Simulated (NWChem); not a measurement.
System meant: CH3BO3; SMILES C1OB(O)O1

The following NWChem deck was run.

```
start job
memory heap 200 mb stack 900 mb global 1100 mb
geometry units angstroms noautoz
  O      0.083692     1.824875     0.000000
  B      0.032467     0.486527     0.000000
  O     -1.036881    -0.400907     0.000000
  C     -0.007737    -1.380970     0.000000
  O      1.056695    -0.443365     0.000000
  H     -0.788669     2.231435     0.000000
  H     -0.020762    -2.003962     0.910288
  H     -0.020762    -2.003962    -0.910288
end
basis spherical
  O library def2-svp
  B library def2-svp
  C library def2-svp
  H library def2-svp
end
dft
  xc b3lyp
  iterations 4
  mulliken
end
task dft energy
```

End of the output:

```
    Atom       Charge   Shell Charges
 -----------   ------   -------------------------------------------------------
    1 O    8     7.96   1.97  0.84  0.55  2.72  1.86  0.02
    2 B    5     5.28   1.96  0.45  0.19  1.44  0.63  0.61
    3 O    8     8.08   1.97  0.90  0.58  2.72  1.88  0.03
    4 C    6     5.76   1.96  0.59  0.29  1.78  0.96  0.20
    5 O    8     8.07   1.97  0.90  0.58  2.73  1.86  0.03
    6 H    1     0.88   0.55  0.16  0.18
    7 H    1     0.98   0.66  0.26  0.06
    8 H    1     0.98   0.66  0.26  0.06

 center of mass
 --------------
 x =   0.02184404 y =   0.05775736 z =   0.00000000

 moments of inertia (a.u.)
 ------------------
         354.100386825593           0.000000000000           0.000000000000
           0.000000000000         133.780787444814           0.000000000000
           0.000000000000           0.000000000000         475.952273517089

     Multipole analysis of the density
     ---------------------------------

     L   x y z        total         alpha         beta         nuclear
     -   - - -        -----         -----         ----         -------
     0   0 0 0     -0.000000    -19.000000    -19.000000     38.000000

     1   1 0 0     -0.622697     -0.311348     -0.311348     -0.000000
     1   0 1 0     -0.119093     -0.059546     -0.059546      0.000000
     1   0 0 1     -0.000000     -0.000000     -0.000000      0.000000

     2   2 0 0    -23.444857    -44.259044    -44.259044     65.073230
     2   1 1 0     -2.813594      0.088342      0.088342     -2.990278
     2   1 0 1      0.000000      0.000000      0.000000      0.000000
     2   0 2 0    -16.495958   -106.686507   -106.686507    196.877056
     2   0 1 1      0.000000      0.000000      0.000000      0.000000
     2   0 0 2    -19.894665    -12.906403    -12.906403      5.918141

 ------------------------------------------------------------------------
 dft energy failed                                                                                  0
 ------------------------------------------------------------------------
 ------------------------------------------------------------------------
  current input line :
    24: task dft energy
 ------------------------------------------------------------------------
 ------------------------------------------------------------------------
 This type of error is most commonly associated with calculations not reaching convergence criteria
 ------------------------------------------------------------------------
 For more information see the NWChem manual at https://nwchemgit.github.io

0:dft energy failed:Received an Error in Communication
```

Task: Find the fault in this run and fix the input.

Result: The run did not converge; its last values are not results. Cause: the SCF was allowed too few iterations. This input runs:
```
start job
memory heap 200 mb stack 900 mb global 1100 mb
geometry units angstroms noautoz
  O      0.083692     1.824875     0.000000
  B      0.032467     0.486527     0.000000
  O     -1.036881    -0.400907     0.000000
  C     -0.007737    -1.380970     0.000000
  O      1.056695    -0.443365     0.000000
  H     -0.788669     2.231435     0.000000
  H     -0.020762    -2.003962     0.910288
  H     -0.020762    -2.003962    -0.910288
end
basis spherical
  O library def2-svp
  B library def2-svp
  C library def2-svp
  H library def2-svp
end
dft
  xc b3lyp
  iterations 150
  mulliken
end
task dft energy
```
It converges to -290.32819 Ha (B3LYP/def2-SVP).
